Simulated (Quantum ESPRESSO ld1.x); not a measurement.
The numbers below are computed, except where a source is named.
Valence configurations of V+ (all share [Ar]). Code: ld1.x of Quantum ESPRESSO 7.5. Model: scalar-relativistic Kohn-Sham, LDA (Slater exchange, VWN5 correlation), spin-polarised, spherical densities, point nucleus; open shells are filled with parallel spins first. Energies are relative to 3d4; eigenvalues in eV for spin up.

| valence | E (eV) | moment (Bohr magnetons) | e(3d) | e(4p) | e(4s) |
|---|---|---|---|---|---|
| 3d4 | 0.000 | 4 | -10.057 | - | - |
| 3d3.5 4s0.5 | 0.197 | 4 | -11.828 | - | -10.938 |
| 3d3.5 4p0.5 | 2.250 | 4 | -12.392 | -7.201 | - |
| 3d3 4s1 | 0.929 | 4 | -13.826 | - | -11.754 |
| 3d2 4p2 | 14.064 | 4 | -20.667 | -9.756 | - |
| 3d3 4p1 | 5.250 | 4 | -14.946 | -8.091 | - |
| 3d2.5 4p1.5 | 9.149 | 4 | -17.713 | -8.936 | - |
| 3d2 4s1 4p1 | 9.216 | 4 | -19.603 | -9.243 | -14.057 |
| 3d1 4s2 4p1 | 18.312 | 2 | -25.036 | -10.068 | -15.301 |
| 3d1.5 4p2.5 | 20.092 | 4 | -23.783 | -10.558 | - |

NIST lists [Ar] 3d4 as the ground configuration; this level of theory agrees among the configurations tried. The energies are those of spherical high-spin densities, not of single terms.
